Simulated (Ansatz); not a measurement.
Total energies of Sn31PH44 from Ansatz at B97M-V/def2-SVP, gas phase (1 Eh = 27.2114 eV = 2625.5 kJ/mol). The reference geometry is relaxed at r2SCAN-D4/def2-SVP.

```json
{"state": "charge 0 doublet", "geometry": "reference", "energy (Eh)": "-7011.39754"}
{"state": "charge 1 singlet", "geometry": "reference", "energy (Eh)": "-7011.16718"}
{"state": "charge -1 singlet", "geometry": "reference", "energy (Eh)": "-7011.50404"}
{"state": "free Sn atom (triplet)", "geometry": "–", "energy (Eh)": "-214.23825"}
{"state": "free P atom (quartet)", "geometry": "–", "energy (Eh)": "-341.05618"}
{"state": "free H atom (doublet)", "geometry": "–", "energy (Eh)": "-0.49788"}
```

In the def2 sets Sn takes a core potential; there is no spin–orbit coupling. Single mean-field runs in def2-SVP are fitted with def2-universal-jkfit.

Other spin states of the ions weren't run at this level and may lie lower.

Work out the vertical ionisation energy to the singlet.

E(charge 1 singlet) − E(charge 0 doublet) = -7011.16718 − (-7011.39754) = 0.23036 Eh = 6.27 eV. For comparison, −ε of the highest occupied level of the spin that leaves is 5.01 eV at this level, 1.26 eV less.

Work out the vertical electron affinity, to the singlet.

E(charge 0 doublet) − E(charge -1 singlet) = -7011.39754 − (-7011.50404) = 0.10650 Eh = 2.90 eV. The basis lacks diffuse functions, which makes affinities too small.

Give the fundamental gap IE − EA, the Mulliken electronegativity (IE + EA)/2 and the hardness (IE − EA)/2.

From the values in Eh: IE − EA = 0.23036 − 0.10650 = 0.12386 Eh = 3.37 eV; (IE + EA)/2 = 4.58 eV; (IE − EA)/2 = 1.69 eV.

What is the binding energy per atom against free atoms?

Atoms: 31 × (-214.23825) + 1 × (-341.05618) + 44 × (-0.49788) = -7004.34865 Eh. Binding: -7004.34865 − (-7011.39754) = 7.04889 Eh = 191.81 eV, or 2.52 eV for each of 76 atoms (no zero-point energy, no counterpoise term).
